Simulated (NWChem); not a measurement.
System meant: SnNH2I, singlet; SMILES [NH2][Sn][I]

NWChem input:

```
start job
memory heap 200 mb stack 900 mb global 1100 mb
geometry units angstroms noautoz
  Sn     0.321391     1.287227    -0.001991
  I     -0.063946    -1.458251     0.002347
  N     -1.655323     1.721009    -0.002284
  H     -2.398731     1.027727    -0.001088
  H     -2.025089     2.667538    -0.003671
end
basis spherical
  Sn library def2-svp
  I library def2-svp
  N library def2-svp
  H library def2-svp
end
dft
  xc pbe0
  iterations 150
  mulliken
end
task dft energy
```

End of the output:

```
             Grid Information
             ----------------
          Grid used for XC integration:  medium
          Radial quadrature: Mura-Knowles
          Angular quadrature: Lebedev.
          Tag              B.-S. Rad. Rad. Pts. Rad. Cut. Ang. Pts.
          ---              ---------- --------- --------- ---------
          Sn                  1.45      123          10.0       590
          I                   1.40      123          12.0       590
          N                   0.65       49          10.0       434
          H                   0.35       45          12.0       434
          Grid pruning is: on
          Number of quadrature shells:   385
          Spatial weights used:  Erf1

          Convergence Information
          -----------------------
          Convergence aids based upon iterative change in
          total energy or number of iterations.
          Levelshifting, if invoked, occurs when the
          HOMO/LUMO gap drops below (HL_TOL):  1.00D-02
          DIIS, if invoked, will attempt to extrapolate
          using up to (NFOCK): 10 stored Fock matrices.

                    Damping( 0%)  Levelshifting(0.5)       DIIS
                  --------------- ------------------- ---------------
          dE  on:    start            ASAP                start
          dE off:    2 iters        150 iters           150 iters

      Screening Tolerance Information
      -------------------------------
          Density screening/tol_rho:  1.00D-10
          AO Gaussian exp screening on grid/accAOfunc:  14
          CD Gaussian exp screening on grid/accCDfunc:  20
          XC Gaussian exp screening on grid/accXCfunc:  20
          Schwarz screening/accCoul:  1.00D-08

      Superposition of Atomic Density Guess
      -------------------------------------

      charge =      50.0 Sn (Tin)

      symmetry species            s     p     d     f
      number of basis functions =10     7     6
      number of cont. functions = 4     4     2
      number of closed shells   = 5     3     2
      number of open shells     = 0     1     0
      open shell occupation     = 0     2     0
 ------------------------------------------------------------------------
 atomscf:atomd: error in atom scf                   0
 ------------------------------------------------------------------------
 ------------------------------------------------------------------------
  current input line :
    21: task dft energy
 ------------------------------------------------------------------------
 ------------------------------------------------------------------------
 This error has not yet been assigned to a category
 ------------------------------------------------------------------------
 For more information see the NWChem manual at https://nwchemgit.github.io

0:atomscf:atomd: error in atom scf:Received an Error in Communication
```

**Question.** Find the fault in this run and fix the input.

**Answer.** The run crashed. Cause: the def2 basis of a heavy element holds valence functions alone and wants its effective core potential (without it all electrons must fit into that basis). This input runs:
```
start job
memory heap 200 mb stack 900 mb global 1100 mb
geometry units angstroms noautoz
  Sn     0.321391     1.287227    -0.001991
  I     -0.063946    -1.458251     0.002347
  N     -1.655323     1.721009    -0.002284
  H     -2.398731     1.027727    -0.001088
  H     -2.025089     2.667538    -0.003671
end
basis spherical
  Sn library def2-svp
  I library def2-svp
  N library def2-svp
  H library def2-svp
end
ecp
  Sn library def2-ecp
  I library def2-ecp
end
dft
  xc pbe0
  iterations 150
  mulliken
end
task dft energy
```
It converges to -567.93646 Ha (PBE0/def2-SVP with def2 effective core potentials on Sn, I).
